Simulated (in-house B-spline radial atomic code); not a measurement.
## Pt3+: [Xe] 4f14 5d7

Computed with a B-spline radial code for spherical atoms: Dirac-Kohn-Sham PBE0, spherical fractional occupations, Fermi nucleus of rms radius 5.427 fm.

Screening seen three ways: the hydrogenic charge with the same mean radius, Z_r = [3n² - l(l+1)]/(2<r>), the one with the same energy, Z_e = n√(-2ε), and Slater's rules. Values are occupation-weighted means over j. An effective charge above Z reflects the relativistic contraction of the inner shells.

```
shell  electrons   ε (eV)  <r> (bohr)    Z_r    Z_e  Slater
   1s          2   -78467     0.01715  87.45  75.94   77.70
   2s          2   -13843     0.07169  83.69  63.79   73.85
   2p          6   -12112      0.0647  77.28  59.67   73.85
   3s          2  -3295.8      0.1865  72.39  46.69   66.75
   3p          6  -2781.7      0.1871  66.82  42.90   66.75
   3d         10  -2173.2      0.1705  61.60  37.92   56.85
   4s          2  -745.56       0.415  57.83  29.61   50.25
   4p          6  -574.22      0.4403  52.24  25.99   50.25
   4d         10  -352.26      0.4682  44.85  20.35   38.85
   5s          2  -141.94      0.9534  39.33  16.15   20.35
   4f         14  -111.32      0.5151  34.95  11.44   27.45
   5p          6  -95.618       1.091  33.45  13.26   20.35
   5d          7  -39.591       1.488  23.18   8.53    7.90
```

The least bound orbital is 5d5/2 at -38.94 eV, and it is also the most diffuse (<r> = 1.507 bohr).

Spin-orbit splittings of the orbital energies (j = l + 1/2 above j = l - 1/2 when positive): 2p 1730 eV, 3p 381.6 eV, 3d 82.05 eV, 4p 91.16 eV, 4d 17.02 eV, 4f 3.504 eV, 5p 15.38 eV, 5d 1.633 eV.

For the 1s electron the small component carries 8.75 % of the norm, the zero-frequency Breit interaction raises the level by 290.2 eV, self-energy by 184.8 eV, and vacuum polarisation lowers it by 37.11 eV.

Caution: exact exchange at fractional occupations of open shells leaves self-interaction of up to several eV.
